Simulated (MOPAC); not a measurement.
A run for MOPAC: PM3 on GeH6OSi (SMILES O[SiH2][GeH3]).

```
PM3 1SCF PRECISE CHARGE=0 THREADS=1
GeH6OSi

O     -1.58935594 1     0.92209539 1    -0.66414610 1
Si    -0.86802509 1    -0.33248935 1     0.14398983 1
Ge     1.47972343 1     0.06826963 1     0.05580606 1
H     -2.54762770 1     0.93350626 1    -0.73137259 1
H     -1.33134227 1    -0.40063913 1     1.55512076 1
H     -1.19692741 1    -1.63848105 1    -0.48593018 1
H      1.98387554 1     0.10562120 1    -1.39781545 1
H      1.84258889 1     1.40252341 1     0.73151460 1
H      2.22709056 1    -1.06040633 1     0.79283306 1
```

The log:

```
*******************************************************************************
 **                                                                           **
 **                              MOPAC v23.2.5                                **
 **                                                                           **
 *******************************************************************************
 ** MOPAC's Digital Object Identifier: https://doi.org/10.5281/zenodo.6511958 **
 **                                                                           **
 ** Please cite the open-source release paper for use of this MOPAC version:  **
 ** J. E. Moussa and J. J. P. Stewart (2026)                                  **
 ** MOPAC: An open-source semiempirical molecular orbital program             **
 ** J. Open Source Softw., 11(119), 8025, https://doi.org/10.21105/joss.08025 **
 *******************************************************************************

                              PM3 CALCULATION RESULTS

 *******************************************************************************
 *  PM3        - The PM3 Hamiltonian to be used
 *
 *
 *
 *                 CHARGE ON SYSTEM = 0
 *
 *
 *
 *  PRECISE    - TIGHTER CRITERIA TO BE USED
 *  1SCF       - DO 1 SCF AND THEN STOP
 *  THREADS=1  - MULTI-THREADING NOT USED
 *  T=         - A TIME OF 172800.0 SECONDS REQUESTED
 *  DUMP=N     - RESTART FILE WRITTEN EVERY 7200.0 SECONDS REQUESTED
 *******************************************************************************
PM3 1SCF PRECISE CHARGE=0 THREADS=1
 GeH6OSi

   ATOM   CHEMICAL          X               Y               Z
  NUMBER   SYMBOL      (ANGSTROMS)     (ANGSTROMS)     (ANGSTROMS)

     1       O         -1.58935594  *   0.92209539  *  -0.66414610  *
     2      Si         -0.86802509  *  -0.33248935  *   0.14398983  *
     3      Ge          1.47972343  *   0.06826963  *   0.05580606  *
     4       H         -2.54762770  *   0.93350626  *  -0.73137259  *
     5       H         -1.33134227  *  -0.40063913  *   1.55512076  *
     6       H         -1.19692741  *  -1.63848105  *  -0.48593018  *
     7       H          1.98387554  *   0.10562120  *  -1.39781545  *
     8       H          1.84258889  *   1.40252341  *   0.73151460  *
     9       H          2.22709056  *  -1.06040633  *   0.79283306  *



          CARTESIAN COORDINATES

    NO.       ATOM           X           Y           Z

     1         O         -1.5894      0.9221     -0.6641
     2        Si         -0.8680     -0.3325      0.1440
     3        Ge          1.4797      0.0683      0.0558
     4         H         -2.5476      0.9335     -0.7314
     5         H         -1.3313     -0.4006      1.5551
     6         H         -1.1969     -1.6385     -0.4859
     7         H          1.9839      0.1056     -1.3978
     8         H          1.8426      1.4025      0.7315
     9         H          2.2271     -1.0604      0.7928

  H: (PM3): J. J. P. STEWART, J. COMP. CHEM. 10, 209 (1989).
  O: (PM3): J. J. P. STEWART, J. COMP. CHEM. 10, 209 (1989).
 Si: (PM3): J. J. P. STEWART, J. COMP. CHEM. 10, 209 (1989).
 Ge: (PM3): J. J. P. STEWART, J. COMP. CHEM. 12, 320-341 (1991).

           Empirical Formula: H6 O Si Ge  =     9 atoms



      MOLECULAR POINT GROUP   :   Cs


      RHF CALCULATION, NO. OF DOUBLY OCCUPIED LEVELS = 10


 -------------------------------------------------------------------------------
 PM3 1SCF PRECISE CHARGE=0 THREADS=1
 GeH6OSi



     1SCF WAS SPECIFIED, SO BFGS WAS NOT USED
     SCF FIELD WAS ACHIEVED


                              PM3 CALCULATION
                                                       MOPAC v23.2.5 Linux




          FINAL HEAT OF FORMATION =        -42.16794 KCAL/MOL =    -176.43065 KJ/MOL


          COSMO AREA              =        124.83 SQUARE ANGSTROMS
          COSMO VOLUME            =        116.88 CUBIC ANGSTROMS

          IONIZATION POTENTIAL    =          9.939023 EV
          HOMO LUMO ENERGIES (EV) =         -9.939 -1.506
          NO. OF FILLED LEVELS    =         10
          MOLECULAR WEIGHT        =        122.7223         POINT GROUP:  Cs

          MOLECULAR DIMENSIONS (Angstroms)

            Atom       Atom       Distance
            H     9    H     4     5.39415
            H     6    H     8     4.03967
            H     5    H     7     3.89087


          SCF CALCULATIONS        =          1





   ATOM   CHEMICAL          X               Y               Z
  NUMBER   SYMBOL      (ANGSTROMS)     (ANGSTROMS)     (ANGSTROMS)

     1       O         -1.58935594  *   0.92209539  *  -0.66414610  *
     2      Si         -0.86802509  *  -0.33248935  *   0.14398983  *
     3      Ge          1.47972343  *   0.06826963  *   0.05580606  *
     4       H         -2.54762770  *   0.93350626  *  -0.73137259  *
     5       H         -1.33134227  *  -0.40063913  *   1.55512076  *
     6       H         -1.19692741  *  -1.63848105  *  -0.48593018  *
     7       H          1.98387554  *   0.10562120  *  -1.39781545  *
     8       H          1.84258889  *   1.40252341  *   0.73151460  *
     9       H          2.22709056  *  -1.06040633  *   0.79283306  *

                             CARTESIAN COORDINATES

   1    O       -1.589355940     0.922095390    -0.664146100
   2   Si       -0.868025090    -0.332489350     0.143989830
   3   Ge        1.479723430     0.068269630     0.055806060
   4    H       -2.547627700     0.933506260    -0.731372590
   5    H       -1.331342270    -0.400639130     1.555120760
   6    H       -1.196927410    -1.638481050    -0.485930180
   7    H        1.983875540     0.105621200    -1.397815450
   8    H        1.842588890     1.402523410     0.731514600
   9    H        2.227090560    -1.060406330     0.792833060


           Empirical Formula: H6 O Si Ge  =     9 atoms



      MOLECULAR POINT GROUP   :   Cs


                  EIGENVALUES
 -35.81393 -17.16435 -15.73477 -14.96479 -13.86792 -12.59552 -11.88037 -11.71865
 -10.22909  -9.93902  -1.50600   0.59529   0.65154   1.24000   1.65646   2.17229
   4.03597   5.25533


              NET ATOMIC CHARGES AND DIPOLE CONTRIBUTIONS

  ATOM NO.   TYPE          CHARGE      No. of ELECS.   s-Pop       p-Pop
    1          O          -0.486173        6.4862     1.75090     4.73528
    2         Si           0.637445        3.3626     0.94032     2.42224
    3         Ge           0.148857        3.8511     0.61182     3.23932
    4          H           0.203127        0.7969     0.79687
    5          H          -0.128557        1.1286     1.12856
    6          H          -0.128463        1.1285     1.12846
    7          H          -0.079955        1.0800     1.07996
    8          H          -0.079947        1.0799     1.07995
    9          H          -0.086333        1.0863     1.08633
 DIPOLE           X         Y         Z       TOTAL
 POINT-CHG.    -1.206    -1.093     0.585     1.729
 HYBRID        -0.485     0.189    -0.144     0.540
 SUM           -1.691    -0.904     0.441     1.968


          ATOMIC ORBITAL ELECTRON POPULATIONS

     Atom    s        px        py        pz
    1  O   1.75090   1.26314   1.64172   1.83042
    2 Si   0.94032   0.84462   0.75102   0.82660
    3 Ge   0.61182   1.19010   1.02504   1.02419
    4  H   0.79687
    5  H   1.12856
    6  H   1.12846
    7  H   1.07996
    8  H   1.07995
    9  H   1.08633

 **********************
 *                    *
 * JOB ENDED NORMALLY *
 *                    *
 **********************




 == MOPAC DONE ==
```

The run finished.

Cost: very roughly 0.020 core-seconds.
